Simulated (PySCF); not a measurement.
Computed IR spectrum (relative IR intensity) of a molecule F₂H₅NSi₂. Geometry optimised at TPSSh-D3(BJ)/def2-SVP. The values are those of a single conformer. Method: TPSSh-D3(BJ)/def2-SVP (PySCF). Frequencies are harmonic and unscaled.

Lines under 2 % of the strongest are left out, and lines within 2 cm⁻¹ are merged.

| ν (cm⁻¹) | relative intensity |
|---|---|
| 274 | 7.2 |
| 371 | 4.0 |
| 445 | 19 |
| 722 | 21 |
| 783 | 31 |
| 895 | 50 |
| 952 | 100 |
| 959 | 67 |
| 973 | 25 |
| 1018 | 7.2 |
| 1210 | 67 |
| 2251 | 37 |
| 2258 | 27 |
| 2280 | 20 |
| 2369 | 22 |
| 3535 | 11 |

Task: Pick the molecule that these values belong to.
A. N[Si@@H](F)[SiH2]F
B. F[SiH](F)N[SiH3]
C. N[Si](F)(F)[SiH3]
D. F[SiH2]N[SiH2]F

Result: B, F[SiH](F)N[SiH3]
